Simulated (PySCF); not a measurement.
Ge(I)(SiH3) (GeH₃ISi), SMILES [SiH3][Ge][I] (connectivity only; charge and spin as stated), neutral, multiplicity 1.

Geometry optimised at B3LYP-D3(BJ)/def2-SVP. The def2 effective core potentials stand for the cores of I; spin–orbit coupling is left out.

Two levels are set side by side: TDDFT-PBE/def2-SVPD (PySCF) and TDDFT-M06-2X/def2-SVPD (PySCF). Vertical, same geometry. The lowest singlet is HOMO→LUMO 100 % with PBE and HOMO→LUMO 98 % with the other functional; states are paired by order. Differences are taken from unrounded values.

```json
[
 {"quantity": "lowest singlet excitation (eV)", "TDDFT-M06-2X": "1.76"},
 {"quantity": "lowest triplet excitation (TDA) (eV)", "TDDFT-M06-2X": "0.99"},
 {"quantity": "first bright state (f over 0.05) (eV)", "TDDFT-M06-2X": "5.61"},
 {"quantity": "its oscillator strength", "TDDFT-M06-2X": "0.07"}
]
```

What does TDDFT-PBE give, and how far is it from TDDFT-M06-2X? (The exact figures need the calculation; the answer reports its results.)


```tsv
quantity	TDDFT-PBE	TDDFT-PBE minus TDDFT-M06-2X
lowest singlet excitation (eV)	1.63	-0.13
lowest triplet excitation (TDA) (eV)	1.09	0.09
first bright state (f over 0.05) (eV)	5.25	-0.36
its oscillator strength	0.08	0.01
```

Functionals without exact exchange tend to place singlet excitations lower, as here. Differences between two approximate levels are no errors against the true value.

Rough cost on one machine, each run with all the roots and properties that it gave: TDDFT-M06-2X against TDDFT-PBE about 10 times.
